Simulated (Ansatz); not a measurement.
Basis-set extrapolation for `FCO[SiH2]Cl` (PBE0-D4/def2-TZVP geometry, frozen core, Ansatz 0.2.0). Multiplicity 1, RHF reference.

```csv
,def2-TZVPP,def2-QZVPP
HF,-963.145182,-963.177178
MP2 correlation,-0.959266,-1.043374
CCSD(T) correlation,-1.035397,not run
```

Energies in hartree. Use E(X) = E(∞) + A·exp(−7.88·√X) for Hartree–Fock and E(X) = E(∞) + B·X^(−2.97) for correlation, with X = 3 and 4, and add CCSD(T) minus MP2 of the smaller set to the MP2 limit.

What is the CCSD(T) energy at the basis-set limit?

HF limit: -963.177178 + (-0.031996) × 0.13774 = -963.18159. MP2 limit: -1.043374 + (-0.084108) × 0.74074 = -1.10568. Higher-order term: -1.035397 − (-0.959266) = -0.07613. Total: -964.36340 hartree, 114.7 kcal/mol below CCSD(T)/def2-TZVPP.
